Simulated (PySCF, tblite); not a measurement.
Isomers of C7H13FO2. All values are computed: GFN2-xTB (tblite) harmonic vibrations without scaling, gas phase. Against measured fundamentals such values can be off by several per cent, at times by over 20. One conformer each.

Electronic energies: PBE0/pcSseg-1 single points on the GFN2-xTB geometries (PySCF, gas phase).

| SMILES | electronic energy, lowest = 0 (kJ/mol) |
| --- | --- |
| COC[C@@](F)(OC)C1CC1 | 118.6 |
| CCO/C(OC)=C(\C)CF | 81.4 |
| CC[C@@]1(O[C@@H](C)F)CCO1 | 12.5 |
| CO[C@@H]1CC[C@@H](CF)CO1 | 0.0 |

Question: How do GFN2-xTB zero-point energies change the relative energies?

Answer: 
```json
{"SMILES": "CO[C@@H]1CC[C@@H](CF)CO1", "ZPE (kJ/mol)": "509.9", "of it from modes above 1550 cm⁻¹": "230.1", "electronic (kJ/mol)": "0.0", "with ZPE, lowest = 0 (kJ/mol)": "0.0", "lowest mode (cm⁻¹)": "55", "rings": "1"}
{"SMILES": "CC[C@@]1(O[C@@H](C)F)CCO1", "ZPE (kJ/mol)": "503.8", "of it from modes above 1550 cm⁻¹": "234.3", "electronic (kJ/mol)": "12.5", "with ZPE, lowest = 0 (kJ/mol)": "6.3", "lowest mode (cm⁻¹)": "32", "rings": "1"}
{"SMILES": "CCO/C(OC)=C(\\C)CF", "ZPE (kJ/mol)": "495.7", "of it from modes above 1550 cm⁻¹": "242.9", "electronic (kJ/mol)": "81.4", "with ZPE, lowest = 0 (kJ/mol)": "67.1", "lowest mode (cm⁻¹)": "20", "rings": "0"}
{"SMILES": "COC[C@@](F)(OC)C1CC1", "ZPE (kJ/mol)": "500.2", "of it from modes above 1550 cm⁻¹": "234.5", "electronic (kJ/mol)": "118.6", "with ZPE, lowest = 0 (kJ/mol)": "108.9", "lowest mode (cm⁻¹)": "41", "rings": "1"}
```

The zero-point energies span 14.2 kJ/mol, from `CCO/C(OC)=C(\C)CF` to `CO[C@@H]1CC[C@@H](CF)CO1`. The order is unchanged.

Question: And how do the electronic energies of GFN2-xTB itself compare?

Answer: `CO[C@@H]1CC[C@@H](CF)CO1` 0.0; `CC[C@@]1(O[C@@H](C)F)CCO1` 36.8; `CCO/C(OC)=C(\C)CF` 97.6; `COC[C@@](F)(OC)C1CC1` 120.4 kJ/mol, lowest = 0. Against the energies above, taken from the same isomer `CO[C@@H]1CC[C@@H](CF)CO1`, the largest difference is 24.3 kJ/mol.

Question: What do entropy and thermal enthalpy add at 298.15 K and 1 bar (rigid rotor, harmonic oscillator, one conformer each)?

Answer: 
| SMILES | point group | symmetry number | S (J/(mol K)) | H − H(0) (kJ/mol) | ZPE + H − H(0) − TS (kJ/mol) |
| --- | --- | --- | --- | --- | --- |
| CO[C@@H]1CC[C@@H](CF)CO1 | C1 | 1 | 416.4 | 29.45 | 415.2 |
| CC[C@@]1(O[C@@H](C)F)CCO1 | C1 | 1 | 438.1 | 31.97 | 405.1 |
| COC[C@@](F)(OC)C1CC1 | C1 | 1 | 442.1 | 32.86 | 401.3 |

Not tabulated: `CCO/C(OC)=C(\C)CF` (lowest mode only 20 cm⁻¹).
